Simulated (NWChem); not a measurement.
System: C₂H₄F₂Si; SMILES C=C[SiH](F)F

NWChem input:

```
start job
memory heap 200 mb stack 900 mb global 1100 mb
geometry units angstroms
  Si     0.386113    -0.334078     0.299464
  F      0.677742     1.180516     0.723256
  F      1.422381    -0.561196    -0.899386
  C     -1.363153    -0.492527    -0.345757
  C     -2.333974     0.380046    -0.111110
  H      0.799668    -1.180900     1.393657
  H     -1.589041    -1.363326    -0.949766
  H     -2.169021     1.263877     0.483432
  H     -3.329750     0.256089    -0.507770
end
basis spherical
  * library def2-svp
end
dft
  xc pbe0
  iterations 150
end
driver
  maxiter 120
end
task dft optimize
task dft freq
```

Output (shortened):

```
             Northwest Computational Chemistry Package (NWChem) 7.3.0
             --------------------------------------------------------

 C1  symmetry detected

                             Geometry "geometry" -> ""
                             -------------------------

 Output coordinates in angstroms (scale by  1.889725989 to convert to a.u.)

  No.       Tag          Charge          X              Y              Z
 ---- ---------------- ---------- -------------- -------------- --------------
    1 Si                  14.0000    -0.03381478     0.49232618    -0.40858717
    2 F                    9.0000     1.43340410     0.65969744     0.20614670
    3 F                    9.0000    -0.88227272     1.55845062     0.43175389
    4 C                    6.0000    -0.67809965    -1.23086047    -0.06672095
    5 C                    6.0000     0.08264745    -2.26959541     0.25144544
    6 H                    1.0000     0.00997097     0.95645018    -1.77535902
    7 H                    1.0000    -1.74882881    -1.38049530    -0.13946463
    8 H                    1.0000     1.15349913    -2.18159843     0.33735317
    9 H                    1.0000    -0.32870358    -3.24752029     0.44823872

 Effective nuclear repulsion energy (a.u.)     230.8042322686

                                Z-matrix (autoz)
                                --------

 Units are Angstrom for bonds and degrees for angles

[...]

      ----------------------
      Optimization converged
      ----------------------

  Step       Energy      Delta E   Gmax     Grms     Xrms     Xmax
  ---- ---------------- -------- -------- -------- -------- --------
@   12    -567.18068926 -2.6D-07  0.00004  0.00001  0.00051  0.00118
                                     ok       ok       ok       ok

                                Z-matrix (autoz)
                                --------

 Units are Angstrom for bonds and degrees for angles

[...]

 Rotational Constants
 --------------------
 A=   0.205846 cm-1  (  0.296160 K)
 B=   0.102077 cm-1  (  0.146862 K)
 C=   0.077879 cm-1  (  0.112048 K)

 Temperature                      =   298.15K
 frequency scaling parameter      =   1.0000

 Zero-Point correction to Energy  =   36.189 kcal/mol  (  0.057670 au)
 Thermal correction to Energy     =   39.999 kcal/mol  (  0.063743 au)
 Thermal correction to Enthalpy   =   40.592 kcal/mol  (  0.064687 au)

 Total Entropy                    =   77.936 cal/mol-K
   - Translational                =   39.516 cal/mol-K (mol. weight =  94.0050)
   - Rotational                   =   26.380 cal/mol-K (symmetry #  =        1)
   - Vibrational                  =   12.040 cal/mol-K

 Cv (constant volume heat capacity) =   20.125 cal/mol-K
   - Translational                  =    2.979 cal/mol-K
   - Rotational                     =    2.979 cal/mol-K
   - Vibrational                    =   14.166 cal/mol-K

[normal modes left out]

 ----------------------------------------------------------------------------
 Normal Eigenvalue ||           Projected Infra Red Intensities
  Mode   [cm**-1]  || [atomic units] [(debye/angs)**2] [(KM/mol)] [arbitrary]
 ------ ---------- || -------------- ----------------- ---------- -----------
    1       -0.000 ||    0.000334           0.008         0.326       0.094
    2        0.000 ||    0.000582           0.013         0.567       0.164
    3        0.000 ||    0.000311           0.007         0.303       0.088
    4        0.000 ||    0.000983           0.023         0.958       0.277
    5        0.000 ||    0.000005           0.000         0.005       0.002
    6        0.000 ||    0.000603           0.014         0.588       0.170
    7       89.333 ||    0.000339           0.008         0.330       0.095
    8      162.098 ||    0.000944           0.022         0.920       0.266
    9      238.039 ||    0.009865           0.228         9.617       2.777
   10      318.718 ||    0.014712           0.339        14.342       4.141
   11      409.879 ||    0.015898           0.367        15.499       4.475
   12      548.837 ||    0.061104           1.410        59.567      17.197
   13      686.755 ||    0.031586           0.729        30.792       8.890
   14      820.795 ||    0.046923           1.083        45.742      13.206
   15      847.709 ||    0.024596           0.567        23.977       6.922
   16      904.431 ||    0.274034           6.322       267.142      77.126
   17      962.025 ||    0.172461           3.979       168.124      48.538
   18     1015.970 ||    0.060848           1.404        59.317      17.125
   19     1019.029 ||    0.029924           0.690        29.172       8.422
   20     1040.362 ||    0.016283           0.376        15.873       4.583
   21     1275.547 ||    0.004272           0.099         4.165       1.202
   22     1419.615 ||    0.025728           0.594        25.081       7.241
   23     1687.292 ||    0.021045           0.486        20.516       5.923
   24     2309.040 ||    0.136408           3.147       132.977      38.391
   25     3148.646 ||    0.007306           0.169         7.122       2.056
   26     3172.697 ||    0.000618           0.014         0.602       0.174
   27     3249.640 ||    0.001621           0.037         1.580       0.456
 ----------------------------------------------------------------------------
```

Level: PBE0/def2-SVP.
